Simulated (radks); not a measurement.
Species: La V. Configuration: [Kr] 4d10 5s2 5p5. Calculated with a radial shooting solver on a logarithmic mesh with Libxc functionals: Dirac Kohn-Sham, PBEsol, spin-unpolarised, spherical densities, point nucleus; open shells fill j = l - 1/2 first.

Spin-orbit splittings of the eigenvalues, e(l+1/2) - e(l-1/2), with zeta = 2 splitting/(2l+1) and mean radii in bohr:

2p: occ. 6; splitting (eV) 412.8; zeta (eV) 275.2; <r> j=l-1/2 0.08993; <r> j=l+1/2 0.09602
3p: occ. 6; splitting (eV) 80.46; zeta (eV) 53.64; <r> j=l-1/2 0.2748; <r> j=l+1/2 0.2868
3d: occ. 10; splitting (eV) 17.22; zeta (eV) 6.889; <r> j=l-1/2 0.2578; <r> j=l+1/2 0.2616
4p: occ. 6; splitting (eV) 17.19; zeta (eV) 11.46; <r> j=l-1/2 0.6742; <r> j=l+1/2 0.7012
4d: occ. 10; splitting (eV) 2.991; zeta (eV) 1.197; <r> j=l-1/2 0.7605; <r> j=l+1/2 0.7700
5p: occ. 5; splitting (eV) 2.864; zeta (eV) 1.909; <r> j=l-1/2 1.663; <r> j=l+1/2 1.726
